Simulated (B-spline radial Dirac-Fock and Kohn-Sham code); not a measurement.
## Pt⁶⁹⁺: eigenvalues, ΔSCF and the reference

System: the Pt⁶⁹⁺ ion, [He] 2s2 2p5.

The density-functional columns are spherical, spin-unpolarised Dirac-Kohn-Sham results without Breit or QED terms: −ε is minus the orbital energy of the initial state and ΔSCF the difference of two total energies. The reference in the last column comes from ΔSCF Dirac-Fock with Breit, self-energy and vacuum polarisation, finite nucleus, configuration average. All numbers are from a radial finite-basis atomic code, in eV; a selection of levels is shown. The Kohn-Sham columns are given as differences from the reference. For the 1s level of heavy atoms much of the gap between ΔSCF and the reference is the Breit and QED part, -398.1 eV here; for other levels the error of the functional can be larger.

```tsv
level	LDA −ε − DF	LDA ΔSCF − DF	Dirac-Fock
K	-261.2	+404.7	85290.6
L1	-166.2	-0.3	20161.6
L2,3	-143.8	+42.1	18503.9
```

Values without a named source are computed, but for edge energies of neutral atoms, which are taken from tables.
